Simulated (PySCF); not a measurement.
C3H6BFN2, SMILES C1=NCN(B1F)C. Heavy atoms are numbered as in [CH3:1][N:2]1[CH2:3][N:4]=[CH:5][B:6]1[F:7]. Hydrogens are named by the atom that carries them.

Geometry: B3LYP-D3(BJ)/def2-SVP. The structure was generated by enumeration, and PubChem lists no compound with its InChIKey, so it may never have been made. One conformer was computed; it need not be the lowest.

The numbers are results of KT2/pcSseg-1 run with PySCF, not measurements.

GIAO shieldings, no solvent; atoms alike by connectivity are averaged. δ = σ(ref) − σ: ¹³C against TMS (σ = 185.1 ppm); ¹⁵N against NH3 (σ = 266.2 ppm); ¹¹B against BF3 (σ = 89.8 ppm); ¹⁹F against CFCl3 (σ = 127.1 ppm); ¹H against TMS (σ = 31.47 ppm), references at their B3LYP-D3(BJ)/def2-TZVP geometries, non-relativistic.

```tsv
atoms	nucleus	count	δ (ppm)
C5 (CH)	¹³C	1	…
C3 (CH2)	¹³C	1	86.2
C1 (CH3)	¹³C	1	33.1
N4	¹⁵N	1	…
N2	¹⁵N	1	…
B6	¹¹B	1	…
F7	¹⁹F	1	-186.4
H on C5	¹H	1	…
H on C3	¹H	2	5.28
H on C1	¹H	3	3.30
```

Question: Fill in the missing entries. (The exact figures need the calculation; the answer reports its results.)

Answer: 
- B6, δ (ppm): 12.1
- N4, δ (ppm): 417.1
- C5 (CH), δ (ppm): 169.6
- N2, δ (ppm): 137.5
- H on C5, δ (ppm): 8.38
